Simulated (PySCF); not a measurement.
One of the candidates below gave these computed data.

All candidates are C3H6F4Si.

| technique | computed result |
| --- | --- |
| 1H NMR | chemical shifts (computed TMS as zero) by class: 5.00 (2 H), 4.39 (2 H), 1.52 (2 H) ppm [GIAO PBE0/pcSseg-1] |
| Triplet | lowest triplet excitation (Tamm–Dancoff): 7.53 eV [TDA B3LYP/def2-SVPD] |
| UV, strongest line | among the 8 lowest singlet transitions: S6 at 8.84 eV (140 nm, f = 0.080) [TDDFT B3LYP/def2-SVPD] |
| NMR, other nuclei | isotropic shieldings of nuclei other than C and H, by class: 243 (3 F), 406 (1 F), 392 (1 Si) ppm [GIAO PBE0/pcSseg-1] |
| Dipole | 2.74 D [B3LYP/def2-SVPD] |
| 13C NMR | chemical shifts (computed TMS as zero) by class: 140.0 (1 C), 84.1 (1 C), 16.2 (1 C) ppm [GIAO PBE0/pcSseg-1] |
| Polarisability | 67.4 au [B3LYP/def2-SVPD] |
| Rotational structure | rotational constants A, B, C: 3.644, 0.759, 0.729 GHz [GFN2-xTB] |
| UV, first state | lowest singlet excitation: 8.03 eV (154 nm, f = 0.014) [TDDFT B3LYP/def2-SVPD] |

Gas-phase values; electronic properties from PySCF, density fitting. Levels stand in brackets. Isolated species at its GFN2-xTB geometry (one conformer only). NMR values are class means; diastereotopic atoms form classes of their own.

Question: Which candidate is it?
A. `FC[SiH2]CC(F)(F)F`
B. `FCC[SiH2]C(F)(F)F`
C. `C[Si@H](F)CC(F)(F)F`

Answer: B. It is `FCC[SiH2]C(F)(F)F`. Numbering: `[F:1][CH2:2][CH2:3][SiH2:4][C:5]([F:6])([F:7])[F:8]`. Its formula, C3H6F4Si, gives 0 degrees of unsaturation, so no ring and no π bond. 3 carbons fall into 3 classes; from least to most shielded: CF3 carbon [C5] (140.0 ppm), sp3 C–F carbon [C2] (84.1 ppm), sp3 carbon bound to silicon [C3] (16.2 ppm). Hydrogen classes from least to most shielded: 2 H on an sp3 C–F carbon, C2 (5.00 ppm, a mean of values up to 0.5 ppm apart in this geometry), 2 H on an SiH2 silicon, Si4 (4.39 ppm), 2 H on an sp3 carbon bound to silicon, C3 (1.52 ppm, a mean of values up to 0.8 ppm apart in this geometry). The other shieldings belong to: 243 ppm, fluorine of a CF3 group [F6/F7/F8]; 406 ppm, alkyl fluorine [F1]; 392 ppm, SiH2 silicon [Si4]. The optimised geometry has point group C1 and is an asymmetric top.

The others, at the same levels:
- `FC[SiH2]CC(F)(F)F` fails: its computed 13C shifts are 136.8 (1 C), 77.3 (1 C), 20.9 (1 C) ppm, lowest singlet excitation is 7.68 eV (161 nm, f = 0.019) (against 8.03 eV) and lowest triplet excitation (Tamm–Dancoff) is 7.23 eV (against 7.53 eV).
- `C[Si@H](F)CC(F)(F)F` fails: its computed 13C shifts are 136.0 (1 C), 27.8 (1 C), 0.7 (1 C) ppm, 1H shifts are 5.43 (1 H), 2.02 (1 H), 1.87 (1 H), 0.57 (3 H) ppm and lowest triplet excitation (Tamm–Dancoff) is 7.75 eV (against 7.53 eV).

Each candidate is one conformer, not necessarily the lowest. The conformers computed, where there is a choice (atom-mapped SMILES and torsion angles):
- `[F:1][CH2:2][CH2:3][SiH2:4][C:5]([F:6])([F:7])[F:8]`: F1–C2–C3–Si4 50°, C2–C3–Si4–C5 175°, C3–Si4–C5–F6 60°
- `[F:1][CH2:2][SiH2:3][CH2:4][C:5]([F:6])([F:7])[F:8]`: F1–C2–Si3–C4 -58°, C2–Si3–C4–C5 -179°, Si3–C4–C5–F6 -59°
- `[CH3:1][Si@H:2]([F:3])[CH2:4][C:5]([F:6])([F:7])[F:8]`: C1–Si2–C4–C5 -71°, Si2–C4–C5–F6 -57°
